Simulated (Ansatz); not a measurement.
`CB1C=N1`, charge 0, multiplicity 1.

(1) Give a relaxed structure at PBE0-D4/def2-TZVP (the Gaussian-basis code of Ansatz). (Estimate.)

Answers

(1) The calculation gave: 
```xyz
8

C     0.8812    0.5168    0.6905
B    -0.2866   -0.0608   -0.1359
C    -1.0747   -0.9432   -0.9677
N    -1.6059    0.1991   -0.6415
H     1.4926   -0.2560    1.1591
H     0.5366    1.2180    1.4534
H     1.5376    1.0765    0.0145
H    -1.4806   -1.7504   -1.5723
```
